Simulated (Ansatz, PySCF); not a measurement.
H₅N₂O₂Ta, SMILES [NH2][Ta]([NH2])([OH])=[O], multiplicity 1.

The structure is a stationary point at PBE0-D3(BJ)/def2-SVP. The spin state was assumed, not searched. The structure was generated by enumeration; whether it is a known compound was not checked. The def2 effective core potentials stand for the cores of Ta; spin–orbit coupling is left out. Other conformers were not sampled.

Vertical ionisation energy (IE) and electron affinity (EA) in eV. Rows of orbital energies are one-electron estimates. Where ΔSCF, EOM or ADC give a negative EA the extra electron is unbound and the value depends on the basis.

```json
[
 {"level": "−ε(HOMO), −ε(LUMO), PBE0/def2-TZVP (PySCF)", "IE": "7.30", "EA": "0.06"},
 {"level": "−ε(HOMO), −ε(LUMO), PBE/def2-TZVP (PySCF)", "IE": "5.88", "EA": "0.90"},
 {"level": "ΔSCF, CAM-B3LYP/def2-SVPD (Ansatz), final states of multiplicity 2 and 2", "IE": "9.61", "EA": "-0.90"},
 {"level": "ΔSCF, PBE/def2-SVPD (Ansatz), final states of multiplicity 2 and 2", "IE": "8.99", "EA": "-0.67"}
]
```

Problem. What vertical singlet–triplet gap does ΔSCF give with CAM-B3LYP/def2-SVPD (Ansatz, an electronic-structure program) and with PBE/def2-SVPD (Ansatz)? (The exact figures need the calculation; the answer reports its results.)

Solution. 5.68 and 5.10 eV (triplet above singlet where positive).
